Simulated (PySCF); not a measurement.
A PySCF script (with the pyscf-properties extension) for the NMR shieldings of SMILES CN[Si@@H]1CCC[Si@@H](S)N1, C$_{4}$H$_{14}$N$_{2}$SSi$_{2}$, on a GFN2-xTB geometry:

```python
import basis_set_exchange as bse
import numpy as np
from pyscf import gto, dft
from pyscf.prop import nmr

atoms = """
C     3.357431   -0.534588   -0.643926
N     2.244921    0.377462   -0.741912
Si    0.892381    0.279990    0.313504
C     0.031984   -1.395468    0.112394
C    -1.409254   -1.391458    0.616389
C    -2.329934   -0.525678   -0.242937
Si   -1.913389    1.315610   -0.183935
S    -2.687509    2.052594    1.701147
N    -0.205591    1.490888   -0.272348
H     4.061151   -0.259458    0.149732
H     3.899972   -0.570135   -1.590171
H     2.972962   -1.527182   -0.425588
H     2.546637    1.296992   -1.026108
H     1.183183    0.523379    1.743504
H     0.038389   -1.699173   -0.936431
H     0.584757   -2.160442    0.660517
H    -1.436784   -1.038422    1.650216
H    -1.793244   -2.417521    0.613691
H    -3.360060   -0.674094    0.085801
H    -2.277927   -0.870845   -1.276117
H    -2.506464    2.125967   -1.246516
H    -2.063804    3.219178    1.664872
H     0.165440    2.409387   -0.442761
"""
names = dict.fromkeys(["C", "N", "Si", "S", "H"], "pcSseg-1")
basis = {el: gto.basis.parse(bse.get_basis(n, elements=[el], fmt="nwchem")) for el, n in names.items()}
mol = gto.M(atom=atoms, basis=basis, charge=0, verbose=0)
mf = dft.RKS(mol, xc="PBE0")
mf.grids.level = 2
mf.grids.alignment = dft.numint.BLKSIZE   # the property module wants whole blocks of grid points
mf.conv_tol = 1e-9
mf.kernel()

calc = nmr.RKS(mf)   # GIAO
C = mf.mo_coeff
Co = C[:, mf.mo_occ > 0]
resp = mf.gen_response(singlet=True, hermi=2)
def vind(x):   # induced exchange potential for any number of trial vectors
    d = np.einsum("pi,xij,qj->xpq", C, 2 * x.reshape(-1, C.shape[1], Co.shape[1]), Co, optimize=True)
    return np.einsum("xpq,pi,qj->xij", resp(d - d.transpose(0, 2, 1)), C, Co, optimize=True).ravel()
mo1, _ = nmr.rhf.solve_mo1(calc, with_cphf=vind)
sigma = calc.kernel(mo1)
for i, s in enumerate(sigma):   # ppm
    print("%2d %-2s %9.2f" % (i, mol.atom_pure_symbol(i), np.trace(s) / 3))
```

**Question.** What are the results?

**Answer.** 
```
 0 C     157.16
 1 N     238.43
 2 Si    370.83
 3 C     169.38
 4 C     167.64
 5 C     170.40
 6 Si    357.48
 7 S     681.11
 8 N     219.34
 9 H      28.89
10 H      28.86
11 H      29.29
12 H      31.95
13 H      26.21
14 H      31.14
15 H      30.63
16 H      29.68
17 H      29.47
18 H      30.81
19 H      30.86
20 H      26.15
21 H      31.67
22 H      31.45
```

These numbers come from an equivalent density-fitted implementation of the same equations, which agrees with the script to about 0.01 ppm for H and up to a few tenths of a ppm for heavy atoms, so last digits may differ.

**Question.** Turn these shieldings into chemical shifts. δ = σ(ref) − σ, references computed at the same level: 13C (186.93 ppm), 29Si (349.16 ppm), 1H (31.72 ppm) against TMS; NH3 for 15N (267.73 ppm); 33S (503.73 ppm) against CS2.

**Answer.** Averaging equivalent atoms: C 0: 29.8; C 4: 19.3; C 3: 17.5; C 5: 16.5; N 8: 48.4; N 1: 29.3; Si 6: -8.3; Si 2: -21.7; S 7: -177; H 20: 5.56; H 13: 5.51; H 9/10/11: 2.71; H 17: 2.25; H 16: 2.04; H 15: 1.08; H 18: 0.91; H 19: 0.86; H 14: 0.58; H 22: 0.27; H 21: 0.05; H 12: -0.23 ppm. Experimental scales use liquid or dissolved standards, which lie at an offset from isolated NH3 (liquid NH3: subtract about 20 ppm).

Size and cost of the density-fitted run: 244 basis functions, 100 s wall time on 1 thread of an Arm Neoverse N1, shared host; peak memory 1.1 GiB.
